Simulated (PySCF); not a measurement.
NMR data simulated for an unnamed compound:

¹H NMR (400 MHz, computed): δ 3.60 (m, 1H), 3.50 (br s, 2H), 3.19 (s, 3H), 2.24 (m, 2H), 1.68 (m, 2H), 1.23 (m, 1H).

¹³C{¹H} NMR (computed): δ 76.1 (CH), 55.3 (CH3), 35.1 (CH2), 12.4 (CH).

Theoretical values (PySCF 2.14): shielding tensors at KT2/pcSseg-1 (GIAO), geometry: PBE0-D3(BJ)/def2-SVP. Rapidly exchanging positions averaged, gas phase, no relativistic terms, one computed conformer.

References, each an isolated molecule treated in the same way: TMS for ¹H, ¹³C.

Task: Which of these does the molecule contain: a three-membered ring, a benzene ring, a methoxy group, a heteroaromatic ring, an OH group?

Result: 
- A three-membered ring: no.
- A benzene ring: no.
- A methoxy group: yes (δC 55.3; δH 3.19 (s)).
- A heteroaromatic ring: no.
- An OH group: yes (δH 3.50 (br s)).

The data belong to `[C@H]1(OC)C[C@@H](B(O)O)C1`, C5H11BO3; they needn't prove each group on their own.

Carbon signals by region: 2 at 50–100 ppm, 2 below 50 ppm.

Exchangeable OH/NH protons stand at their gas-phase positions; hydrogen bonding in a real sample shifts them, mostly to higher δ. A carbon bonded to boron is broadened by the quadrupolar boron nucleus and is often missing from a measured spectrum. Shifts are as computed. Against solution values, carbons near 30 ppm lie about +2 ppm off and those near 130 ppm about -5 ppm. Of 1309 compounds with measured shifts, 239 miss one by over three times the rms of a fit or turn the order of signals round; such compounds aren't used in these exercises. No couplings were computed; multiplicities are counted from neighbouring protons, with m where these are inequivalent, close in shift, in a saturated or five-membered ring or joined by F or P, and br s for small geminal =CH2 splittings.
